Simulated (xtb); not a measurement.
C2H4Cl, doublet, geometry from GFN2-xTB, atoms displaced at random by about 0.1 Å a coordinate; GFN1-xTB run with xtb.

xtb was given this input:
```
$ xtb mol.xyz --gfn 1 --uhf 1 --opt loose --json

# file mol.xyz
7

C      0.06268436     0.74683457    -0.23473027
C      1.57136042     0.64713436    -0.18739165
Cl    -0.68240345    -0.95103624     0.16413206
H     -0.51129385     1.37554405    -0.65826359
H      1.85662057     1.63843583    -0.03971781
H      1.92786886     0.06216346     0.92989959
H      1.94852854     0.09518662    -0.84753486
```

Question: Write the output that xtb gives for this input, abridged.

Answer: 
```
   ID    Z sym.   atoms
    1    6 C      1, 2
    2   17 Cl     3
    3    1 H      4-7

           -------------------------------------------------
          |                Calculation Setup                |
           -------------------------------------------------

           -------------------------------------------------
          |                 G F N 1 - x T B                 |
           -------------------------------------------------

          ...................................................
          :                      SETUP                      :
          :.................................................:
          :  # basis functions                  26          :
          :  # atomic orbitals                  25          :
          :  # shells                           15          :
          :  # electrons                        19          :
          :  # halogen bonds                     0          :
          :  max. iterations                   250          :
          :  Hamiltonian                  GFN1-xTB          :
          :  restarted?                      false          :
          :  GBSA solvation                  false          :
          :  PC potential                    false          :
          :  electronic temp.          300.0000000     K    :
          :  accuracy                    1.0000000          :
          :  -> integral cutoff          0.2500000E+02      :
          :  -> integral neglect         0.1000000E-07      :
          :  -> SCF convergence          0.1000000E-05 Eh   :
          :  -> wf. convergence          0.2000000E-04 e    :
          :  Broyden damping             0.4000000          :
          :  net charge                          0          :
          :  unpaired electrons                  1          :
          ...................................................

 iter      E             dE          RMSdq      gap      omega  full diag
   1    -10.6167060 -0.106167E+02  0.720E+00    3.35       0.0  T
   2    -10.6302567 -0.135507E-01  0.448E+00    3.64       1.0  T
   3    -10.6305121 -0.255367E-03  0.505E-01    3.57       1.0  T
   4    -10.6306421 -0.130006E-03  0.878E-02    3.58       1.0  T
   5    -10.6306539 -0.117962E-04  0.167E-02    3.58       2.3  T
   6    -10.6306545 -0.563096E-06  0.163E-03    3.59      23.1  T
   7    -10.6306545 -0.531919E-08  0.813E-04    3.59      46.5  T
   8    -10.6306545 -0.329742E-08  0.105E-04    3.59     360.0  T
   9    -10.6306545 -0.232614E-10  0.280E-05    3.59    1348.3  T

   *** convergence criteria satisfied after 9 iterations ***

         :::::::::::::::::::::::::::::::::::::::::::::::::::::
         ::                     SUMMARY                     ::
         :::::::::::::::::::::::::::::::::::::::::::::::::::::
         :: total energy             -10.489523459781 Eh    ::
         :: gradient norm              0.348738676710 Eh/a0 ::
         :: HOMO-LUMO gap              3.586561382370 eV    ::
         ::.................................................::
         :: SCC energy               -10.630654479026 Eh    ::
         :: -> electrostatic           0.002625225238 Eh    ::
         :: repulsion energy           0.142837286167 Eh    ::
         :: dispersion energy         -0.001706266921 Eh    ::
         :: halogen bond corr.         0.000000000000 Eh    ::
         :: add. restraining           0.000000000000 Eh    ::
         :: total charge               0.000000000000 e     ::
         :::::::::::::::::::::::::::::::::::::::::::::::::::::

      -----------------------------------------------------------
     |                   =====================                   |
     |                        A N C O P T                        |
     |                   =====================                   |
     |               Approximate Normal Coordinate               |
     |                Rational Function Optimizer                |
[...]
 * total energy  :   -10.4895235 Eh     change       -0.9681145E-12 Eh
 * total energy  :   -10.5495825 Eh     change       -0.6005909E-01 Eh
 * total energy  :   -10.5592298 Eh     change       -0.9647303E-02 Eh
 * total energy  :   -10.5609965 Eh     change       -0.1766650E-02 Eh
 * total energy  :   -10.5613247 Eh     change       -0.3282441E-03 Eh
 * total energy  :   -10.5614515 Eh     change       -0.1267955E-03 Eh
 * total energy  :   -10.5614722 Eh     change       -0.2061681E-04 Eh
   *** GEOMETRY OPTIMIZATION CONVERGED AFTER 7 ITERATIONS ***
         :: total energy             -10.561472154961 Eh    ::
[...]
         :::::::::::::::::::::::::::::::::::::::::::::::::::::

           -------------------------------------------------
          |                Property Printout                |
           -------------------------------------------------

    * Orbital Energies and Occupations

         #    Occupation            Energy/Eh            Energy/eV
      -------------------------------------------------------------
         1        2.0000           -0.9080636             -24.7097
         2        2.0000           -0.6523326             -17.7509
         3        2.0000           -0.6077532             -16.5378
         4        2.0000           -0.5582188             -15.1899
         5        2.0000           -0.5383548             -14.6494
         6        2.0000           -0.5266459             -14.3308
         7        2.0000           -0.5006374             -13.6230
         8        2.0000           -0.4810964             -13.0913
         9        2.0000           -0.4512251             -12.2785
        10        1.0000           -0.3364099              -9.1542 (HOMO)
        11                         -0.1703533              -4.6355 (LUMO)
        12                         -0.1360018              -3.7008
        13                         -0.0924029              -2.5144
        14                         -0.0703116              -1.9133
        15                         -0.0635990              -1.7306
        16                         -0.0376116              -1.0235
        17                         -0.0361880              -0.9847
        18                         -0.0356342              -0.9697
        19                         -0.0088094              -0.2397
        20                          0.1702472               4.6327
        21                          0.2148855               5.8473
       ...                                ...                  ...
        25                          0.4445492              12.0968
      -------------------------------------------------------------
                  HL-Gap            0.1660566 Eh            4.5186 eV
             Fermi-level           -0.3235995 Eh           -8.8056 eV

  Mulliken/CM5 charges         n(s)   n(p)   n(d)
     1C     0.00822 -0.05170   1.065  2.927  0.000
     2C    -0.07889 -0.22368   1.006  3.073  0.000
     3Cl   -0.07859 -0.08355   1.939  5.125  0.014
     4H     0.02905  0.08425   0.971  0.000  0.000
     5H     0.03710  0.08880   0.963  0.000  0.000
     6H     0.03896  0.09104   0.961  0.000  0.000
     7H     0.04415  0.09484   0.956  0.000  0.000

Wiberg/Mayer (AO) data.
largest (>0.10) Wiberg bond orders for each atom

 ---------------------------------------------------------------------------
     #   Z sym  total        # sym  WBO       # sym  WBO       # sym  WBO
 ---------------------------------------------------------------------------
     1   6 C    3.335 --     3 Cl   1.216     2 C    1.076     4 H    0.986
     2   6 C    3.997 --     1 C    1.076     5 H    0.979     6 H    0.973
                             7 H    0.950
     3  17 Cl   1.281 --     1 C    1.216
     4   1 H    1.010 --     1 C    0.986
     5   1 H    1.008 --     2 C    0.979
     6   1 H    1.012 --     2 C    0.973
     7   1 H    1.006 --     2 C    0.950
 ---------------------------------------------------------------------------

Topologies differ in total number of bonds
Writing topology from bond orders to xtbtopo.mol

 dipole moment from electron density (au)
     X       Y       Z
   0.3878   0.3359  -0.1737  total (Debye):    1.377

optimized geometry written to: xtbopt.xyz

           -------------------------------------------------
          | TOTAL ENERGY              -10.561472154961 Eh   |
          | GRADIENT NORM               0.002529013327 Eh/α |
          | HOMO-LUMO GAP               4.518630852904 eV   |
           -------------------------------------------------

normal termination of xtb
```
